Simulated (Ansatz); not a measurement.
Level of theory: B3LYP-D3(BJ)/def2-SVP run with Ansatz (a program for electronic structure). No frequencies were computed at this level.

Ansatz 0.2 input:
```yaml
crystal:
  periodic: [false, false, false]
  atoms:
    - { symbol: S, position_ang: [-1.209741, 1.1282, -1.812575] }
    - { symbol: Sn, position_ang: [0.005628, 0.000556, -0.004127] }
    - { symbol: S, position_ang: [1.229326, 1.702146, 1.268936] }
    - { symbol: S, position_ang: [1.497497, -1.662115, -1.015297] }
    - { symbol: S, position_ang: [-1.49861, -1.166072, 1.543508] }
    - { symbol: H, position_ang: [-1.67518, 2.107905, -1.053494] }
    - { symbol: H, position_ang: [1.462032, 0.92903, 2.318083] }
    - { symbol: H, position_ang: [1.942953, -0.8632, -1.972279] }
    - { symbol: H, position_ang: [-1.753906, -2.176449, 0.727245] }
basis:
  gaussian: { orbitals: def2-svp }
hamiltonian:
  xc: b3lyp
  dispersion: d3bj
relax:
  max_steps: 150
```

Output:

```
Functional definition: B3LYP
1269 factors; integrals over basis functions are off by at most 2.3e-4 eV
mean field evaluation 1: about -49229.2409 eV, gradient 2.6e1 eV
mean field evaluation 2: about -49227.5340 eV, gradient 3.6e1 eV
mean field evaluation 4: about -49231.2338 eV, gradient 5.7e-1 eV
mean field evaluation 8: about -49231.2297 eV, gradient 3.5e-3 eV
mean field -49231.22970014 eV, -1809.2143213542 hartree, gradient 4.4e-5 eV, S^2 0.000000; 0 other end points of the search recorded, 0 dependent functions left out
reference -49231.22997581 eV, -1809.2143314849 hartree; 45, 45 occupied and 73, 73 virtual orbitals, 1269 factors
relax step   1: F+E_penalty+E_count = -49231.88654571 eV  Δ(F+E_penalty+E_count) = +0.000e0 eV  max|allowed force component| = 7.674e-1 eV/Å  Δτ_max = 0.0000 Å  (23 SCF iters, accepted)
these checks for a lower state are left out or cut short: starts, cluster_reference, orbital_swaps, neighbouring_geometries, increment
1269 factors; integrals over basis functions are off by at most 2.3e-4 eV
mean field evaluation 16: about -49231.2134 eV, gradient 3.2e-1 eV
mean field -49231.21452737 eV, -1809.2137637652 hartree, gradient 1.1e-5 eV, S^2 0.000000; 0 other end points of the search recorded, 0 dependent functions left out
reference -49231.21479180 eV, -1809.2137734826 hartree; 45, 45 occupied and 73, 73 virtual orbitals, 1269 factors
relax step   2: F+E_penalty+E_count = -49231.89392863 eV  Δ(F+E_penalty+E_count) = -7.383e-3 eV  max|allowed force component| = 2.929e-1 eV/Å  Δτ_max = 0.1952 Å  (27 SCF iters, accepted)
these checks for a lower state are left out or cut short: starts, cluster_reference, orbital_swaps, neighbouring_geometries, increment
1269 factors; integrals over basis functions are off by at most 2.3e-4 eV
mean field -49231.30323100 eV, -1809.2170235634 hartree, gradient 1.5e-5 eV, S^2 0.000000; 0 other end points of the search recorded, 0 dependent functions left out
reference -49231.30350166 eV, -1809.2170335098 hartree; 45, 45 occupied and 73, 73 virtual orbitals, 1269 factors
relax step   3: F+E_penalty+E_count = -49231.97015949 eV  Δ(F+E_penalty+E_count) = -7.623e-2 eV  max|allowed force component| = 1.358e-1 eV/Å  Δτ_max = 0.1461 Å  (27 SCF iters, accepted)
these checks for a lower state are left out or cut short: starts, cluster_reference, orbital_swaps, neighbouring_geometries, increment
1269 factors; integrals over basis functions are off by at most 2.3e-4 eV
mean field evaluation 32: about -49231.3043 eV, gradient 3.7e-4 eV
mean field -49231.30427425 eV, -1809.2170619020 hartree, gradient 1.3e-5 eV, S^2 0.000000; 0 other end points of the search recorded, 0 dependent functions left out
reference -49231.30454463 eV, -1809.2170718385 hartree; 45, 45 occupied and 73, 73 virtual orbitals, 1269 factors
relax step   4: F+E_penalty+E_count = -49231.97312181 eV  Δ(F+E_penalty+E_count) = -2.962e-3 eV  max|allowed force component| = 3.862e-2 eV/Å  Δτ_max = 0.0132 Å  (28 SCF iters, accepted)
these checks for a lower state are left out or cut short: starts, cluster_reference, orbital_swaps, neighbouring_geometries, increment
1269 factors; integrals over basis functions are off by at most 2.3e-4 eV
mean field -49231.30473538 eV, -1809.2170788482 hartree, gradient 1.2e-5 eV, S^2 0.000000; 0 other end points of the search recorded, 0 dependent functions left out
reference -49231.30500601 eV, -1809.2170887938 hartree; 45, 45 occupied and 73, 73 virtual orbitals, 1269 factors
relax step   5: F+E_penalty+E_count = -49231.97378930 eV  Δ(F+E_penalty+E_count) = -6.675e-4 eV  max|allowed force component| = 1.162e-2 eV/Å  Δτ_max = 0.0383 Å  (26 SCF iters, accepted)
these checks for a lower state are left out or cut short: starts, cluster_reference, orbital_swaps, neighbouring_geometries, increment
1269 factors; integrals over basis functions are off by at most 2.3e-4 eV
mean field -49231.30423384 eV, -1809.2170604170 hartree, gradient 1.2e-5 eV, S^2 0.000000; 0 other end points of the search recorded, 0 dependent functions left out
reference -49231.30450415 eV, -1809.2170703506 hartree; 45, 45 occupied and 73, 73 virtual orbitals, 1269 factors
relax step   6: F+E_penalty+E_count = -49231.97419978 eV  Δ(F+E_penalty+E_count) = -4.105e-4 eV  max|allowed force component| = 4.581e-3 eV/Å  Δτ_max = 0.0355 Å  (26 SCF iters, accepted)
these checks for a lower state are left out or cut short: starts, cluster_reference, orbital_swaps, neighbouring_geometries, increment
1269 factors; integrals over basis functions are off by at most 2.3e-4 eV
mean field -49231.30359513 eV, -1809.2170369449 hartree, gradient 1.2e-5 eV, S^2 0.000000; 0 other end points of the search recorded, 0 dependent functions left out
reference -49231.30386546 eV, -1809.2170468794 hartree; 45, 45 occupied and 73, 73 virtual orbitals, 1269 factors
relax step   7: F+E_penalty+E_count = -49231.97443724 eV  Δ(F+E_penalty+E_count) = -2.375e-4 eV  max|allowed force component| = 4.224e-2 eV/Å  Δτ_max = 0.0691 Å  (26 SCF iters, accepted)
these checks for a lower state are left out or cut short: starts, cluster_reference, orbital_swaps, neighbouring_geometries, increment
1269 factors; integrals over basis functions are off by at most 2.2e-4 eV
mean field -49231.30388960 eV, -1809.2170477665 hartree, gradient 2.1e-5 eV, S^2 0.000000; 0 other end points of the search recorded, 0 dependent functions left out
reference -49231.30416002 eV, -1809.2170577041 hartree; 45, 45 occupied and 73, 73 virtual orbitals, 1269 factors
relax step   8: F+E_penalty+E_count = -49231.97456333 eV  Δ(F+E_penalty+E_count) = -1.261e-4 eV  max|allowed force component| = 1.910e-2 eV/Å  Δτ_max = 0.0065 Å  (22 SCF iters, accepted)
these checks for a lower state are left out or cut short: starts, cluster_reference, orbital_swaps, neighbouring_geometries, increment
1269 factors; integrals over basis functions are off by at most 2.2e-4 eV
mean field evaluation 64: about -49231.3041 eV, gradient 5.7e-2 eV
mean field -49231.30407502 eV, -1809.2170545806 hartree, gradient 1.2e-5 eV, S^2 0.000000; 0 other end points of the search recorded, 0 dependent functions left out
reference -49231.30434575 eV, -1809.2170645296 hartree; 45, 45 occupied and 73, 73 virtual orbitals, 1269 factors
relax step   9: F+E_penalty+E_count = -49231.97454432 eV  Δ(F+E_penalty+E_count) = +1.901e-5 eV  max|allowed force component| = 1.408e-2 eV/Å  Δτ_max = 0.0270 Å  (27 SCF iters, rejected (line search))
these checks for a lower state are left out or cut short: starts, cluster_reference, orbital_swaps, neighbouring_geometries, increment
1269 factors; integrals over basis functions are off by at most 2.2e-4 eV
mean field -49231.30403538 eV, -1809.2170531238 hartree, gradient 5.8e-6 eV, S^2 0.000000; 0 other end points of the search recorded, 0 dependent functions left out
reference -49231.30430588 eV, -1809.2170630647 hartree; 45, 45 occupied and 73, 73 virtual orbitals, 1269 factors
relax step  10: F+E_penalty+E_count = -49231.97463374 eV  Δ(F+E_penalty+E_count) = -7.041e-5 eV  max|allowed force component| = 3.910e-3 eV/Å  Δτ_max = 0.0131 Å  (23 SCF iters, accepted)
these checks for a lower state are left out or cut short: starts, cluster_reference, orbital_swaps, neighbouring_geometries, increment
1269 factors; integrals over basis functions are off by at most 2.2e-4 eV
mean field -49231.30404066 eV, -1809.2170533180 hartree, gradient 1.2e-5 eV, S^2 0.000000; 0 other end points of the search recorded, 0 dependent functions left out
reference -49231.30431148 eV, -1809.2170632702 hartree; 45, 45 occupied and 73, 73 virtual orbitals, 1269 factors
relax step  11: F+E_penalty+E_count = -49231.97466518 eV  Δ(F+E_penalty+E_count) = -3.144e-5 eV  max|allowed force component| = 8.922e-3 eV/Å  Δτ_max = 0.0298 Å  (27 SCF iters, accepted)
these checks for a lower state are left out or cut short: starts, cluster_reference, orbital_swaps, neighbouring_geometries, increment
1269 factors; integrals over basis functions are off by at most 2.2e-4 eV
mean field -49231.30355034 eV, -1809.2170352991 hartree, gradient 1.1e-5 eV, S^2 0.000000; 0 other end points of the search recorded, 0 dependent functions left out
reference -49231.30382117 eV, -1809.2170452516 hartree; 45, 45 occupied and 73, 73 virtual orbitals, 1269 factors
relax step  12: F+E_penalty+E_count = -49231.97462547 eV  Δ(F+E_penalty+E_count) = +3.971e-5 eV  max|allowed force component| = 2.195e-2 eV/Å  Δτ_max = 0.0237 Å  (26 SCF iters, rejected (line search))
these checks for a lower state are left out or cut short: starts, cluster_reference, orbital_swaps, neighbouring_geometries, increment
1269 factors; integrals over basis functions are off by at most 2.2e-4 eV
mean field -49231.30371661 eV, -1809.2170414093 hartree, gradient 8.8e-6 eV, S^2 0.000000; 0 other end points of the search recorded, 0 dependent functions left out
reference -49231.30398731 eV, -1809.2170513574 hartree; 45, 45 occupied and 73, 73 virtual orbitals, 1269 factors
relax step  13: F+E_penalty+E_count = -49231.97468579 eV  Δ(F+E_penalty+E_count) = -2.060e-5 eV  max|allowed force component| = 5.120e-3 eV/Å  Δτ_max = 0.0063 Å  (23 SCF iters, accepted)
1269 factors; integrals over basis functions are off by at most 2.2e-4 eV
mean field evaluation 96: about -49231.3037 eV, gradient 8.8e-6 eV
mean field -49231.30371661 eV, -1809.2170414093 hartree, gradient 8.8e-6 eV, S^2 0.000000; 1 other end points of the search recorded, 0 dependent functions left out
reference -49231.30398731 eV, -1809.2170513574 hartree; 45, 45 occupied and 73, 73 virtual orbitals, 1269 factors
Total energy: -49231.97495649 eV, -1809.2417090198 hartree
Atom 0 at    -1.126698     1.132166    -1.837256 Å, force     0.000650     0.001019     0.005100 eV/Å
Atom 1 at    -0.000452    -0.000018     0.000337 Å, force     0.001066     0.000237    -0.000690 eV/Å
Atom 2 at     1.126754     1.741924     1.273892 Å, force     0.000318    -0.003398     0.001913 eV/Å
Atom 3 at     1.418963    -1.693210    -1.022031 Å, force    -0.000074     0.001061    -0.000216 eV/Å
Atom 4 at    -1.420569    -1.180806     1.586484 Å, force     0.001267    -0.001766    -0.005120 eV/Å
Atom 5 at    -1.478911     2.179968    -1.054072 Å, force    -0.001342     0.000581    -0.003171 eV/Å
Atom 6 at     1.295909     0.932284     2.346931 Å, force    -0.000332     0.002926    -0.002041 eV/Å
Atom 7 at     1.760661    -0.875344    -2.046549 Å, force    -0.000172    -0.000925     0.000742 eV/Å
Atom 8 at    -1.575657    -2.236964     0.752264 Å, force    -0.001381     0.000265     0.003483 eV/Å
Dipole moment:     0.000222     0.000004    -0.000230 e Å
```

Cost: around 100 core-seconds (rough).
